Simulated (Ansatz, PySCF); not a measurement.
Species: BiBr2, charge 0, multiplicity 2. It need not be the lowest isomer of its formula. 
Structure (B3LYP-D3(BJ)/def2-TZVP (Ansatz, a program for electronic structure) minimum search):
SMILES: [Br][Bi][Br]
```xyz
3

Bi    -0.3605    -0.3057     0.6008
Br    -0.8694     1.8924    -0.7121
Br     1.7243    -1.1674    -0.7127
```
Charge 0, spin multiplicity 2.

Dipole moments at this geometry, in debye (magnitudes).

| level | program | dipole (D) |
|---|---|---|
| revPBE/def2-TZVPD | Ansatz | ___ |
| BP86/def2-TZVPD | PySCF | 3.04 |
| M06-L/def2-TZVPD | PySCF | 3.20 |
| MN15/def2-TZVPD | PySCF | 3.60 |
| LC-wPBE/def2-TZVPD | Ansatz | 3.73 |
| CCSD(T)/def2-SVPD | Ansatz | ___ |

Question: Some entries are withheld; supply them.

Answer: 
- revPBE/def2-TZVPD, dipole (D): 3.12
- CCSD(T)/def2-SVPD, dipole (D): 3.45
